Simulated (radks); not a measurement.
Results of a calculation; reference values are marked as such.
Ba2+, configuration [Xe]. Code: a radial shooting solver on a logarithmic mesh with Libxc functionals. Model: non-relativistic Kohn-Sham, r2SCAN, spin-polarised, spherical densities, point nucleus; meta-GGA in the generalised Kohn-Sham scheme; relativity is left out, which matters for an element this heavy.

Unscreened Slater integrals over Kohn-Sham orbitals (eV). They are taken over the spin-up orbitals.

\begin{tabular}{lr}
integral & value \\ \hline
F0(5p,5p) & 12.801 \\
F2(5p,5p) & 6.9502 \\
F0(5p,5s) & 13.480 \\
G1(5p,5s) & 9.2424 \\
F0(5p,4d) & 15.989 \\
F2(5p,4d) & 4.4569 \\
G1(5p,4d) & 1.2477 \\
G3(5p,4d) & 1.2126 \\
F0(5p,4p) & 16.149 \\
F2(5p,4p) & 4.0796 \\
G0(5p,4p) & 0.78349 \\
G2(5p,4p) & 1.0171 \\
F0(5s,5s) & 14.313 \\
F0(5s,4d) & 17.592 \\
G2(5s,4d) & 1.7356 \\
F0(5s,4p) & 17.797 \\
G1(5s,4p) & 1.2466 \\
F0(4d,4d) & 30.801 \\
F2(4d,4d) & 15.722 \\
F4(4d,4d) & 10.509 \\
F0(4d,4p) & 32.085 \\
F2(4d,4p) & 16.536 \\
G1(4d,4p) & 21.015 \\
G3(4d,4p) & 13.153 \\
F0(4p,4p) & 33.565 \\
F2(4p,4p) & 17.699 \\
\end{tabular}
